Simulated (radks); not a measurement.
Question: All-electron atom: the thallium ion Tl4+ in [Xe] 4f14 5d9. Method: scalar-relativistic Kohn-Sham, PBE, spin-polarised, spherical densities, finite nucleus; open shells are filled with parallel spins first (spin-orbit coupling, left out, can overturn this in heavy ions); Fermi nuclear charge, rms radius 5.4759 fm; computed with a radial shooting solver on a logarithmic mesh with Libxc functionals. Some entries of the table are withheld. Estimate them.

| orbital | occ. | eigenvalue (Ry) | <1/r> (bohr^-1) | r(max) (bohr) |
|---|---|---|---|---|
| 1s down | 1 | -6293.508 | 99.38 | 0.01004 |
| 1s up | 1 | -6293.508 | 99.38 | 0.01004 |
| 2s up | 1 | -1123.465 | 23.33 | 0.05815 |
| 2s down | 1 | -1123.458 | 23.33 | 0.05815 |
| 2p up | 3 | -967.1328 | 20.59 | 0.04833 |
| 2p down | 3 | -967.1268 | 20.59 | 0.04832 |
| 3s up | 1 | -270.7731 | 8.650 | 0.1639 |
| 3s down | 1 | -270.7702 | 8.650 | 0.1639 |
| 3p up | 3 | -225.7513 | 7.850 | 0.1638 |
| 3p down | 3 | -225.7481 | 7.850 | 0.1638 |
| 3d up | 5 | -179.0081 | 7.374 | 0.1334 |
| 3d down | 5 | -179.0027 | 7.374 | 0.1334 |
| 4s up | 1 | -63.08626 | 3.719 | 0.3689 |
| 4s down | 1 | -63.07931 | 3.719 | 0.3689 |
| 4p up | 3 | -48.32009 | 3.349 | 0.3889 |
| 4p down | 3 | -48.31366 | 3.349 | 0.3890 |
| 4d up | 5 | -30.98253 | 3.008 | 0.3954 |
| 4d down | 5 | -30.97506 | 3.008 | 0.3954 |
| 5s up | 1 | -13.02060 | 1.553 | 0.8078 |
| 5s down | 1 | -12.97716 | 1.555 | 0.8071 |
| 4f up | 7 | -11.79767 | 2.606 | 0.3579 |
| 4f down | 7 | -11.78781 | 2.607 | 0.3579 |
| 5p up | 3 | -8.97278 | 1.330 | 0.9033 |
| 5p down | 3 | -8.92058 | 1.332 | 0.9024 |
| 5d up | 5 | -4.39699 | (1) | (2) |
| 5d down | 4 | -4.34055 | (3) | (4) |
| 6s up | 0 | -3.46182 | 0.6226 | 1.883 |
| 6s down | 0 | -3.42827 | 0.6191 | 1.890 |
| 6p up | 0 | -2.57581 | 0.5138 | 2.260 |
| 6p down | 0 | -2.55256 | 0.5106 | 2.270 |

Answer: 
(1) 5d up <1/r> (bohr^-1): 1.003
(2) 5d up r(max) (bohr): 1.098
(3) 5d down <1/r> (bohr^-1): 1.002
(4) 5d down r(max) (bohr): 1.098
